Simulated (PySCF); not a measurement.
CdH4Si. Atoms are numbered in the order given.

```xyz
6

Cd     0.0000     0.0000    -0.6509
H      0.0000     0.0000    -2.3502
Si     0.0000     0.0000     1.8786
H      1.1956     0.6903     2.4305
H      0.0000    -1.3805     2.4305
H     -1.1956     0.6903     2.4305
```

The structure is a stationary point at B3LYP-D3(BJ)/def2-TZVP. The def2 effective core potentials stand for the cores of Cd; spin–orbit coupling is left out.

Computed with B3LYP/def2-TZVPD (PySCF).

Mulliken values depend strongly on the basis, most of all with diffuse functions as here. ESP charges are fitted to the potential on shells at 1.4 to 2.0 van der Waals radii. Atomic charges (e):

| atom | ESP fit | Mulliken |
|---|---|---|
| Cd1 | 0.49 | 0.17 |
| H2 | -0.28 | -0.11 |
| Si3 | -0.14 | 0.25 |
| H4 | -0.02 | -0.11 |
| H5 | -0.02 | -0.11 |
| H6 | -0.02 | -0.11 |
